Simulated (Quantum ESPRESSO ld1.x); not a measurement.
Values are calculated unless marked as measured or tabulated.
Neutral cobalt, 27 electrons, occupied as [Ar] 3d7 4s2 (the NIST ground configuration). Level of theory: scalar-relativistic Kohn-Sham, LDA (Slater exchange, VWN5 correlation), spin-polarised, spherical densities, point nucleus; open shells are filled with parallel spins first (ld1.x of Quantum ESPRESSO 7.5). Some entries of the table are withheld. Estimate them.

orbital,occ.,eigenvalue (hartree),r(max) (bohr)
1s up,1,-278.429,0.037
1s down,1,-278.428,0.037
2s up,1,-32.9842,0.214
2s down,1,-32.9242,0.214
2p up,3,-28.2869,0.172
2p down,3,-28.2406,0.172
3s up,1,-3.79193,(1)
3s down,1,-3.67432,(2)
3p up,3,-2.45469,0.676
3p down,3,-2.34019,0.681
3d up,5,-0.35313,0.660
3d down,2,-0.25252,0.670
4s up,1,-0.21775,(3)
4s down,1,-0.19775,(4)

Answer. 
(1) 3s up r(max) (bohr): 0.670
(2) 3s down r(max) (bohr): 0.670
(3) 4s up r(max) (bohr): 2.26
(4) 4s down r(max) (bohr): 2.35
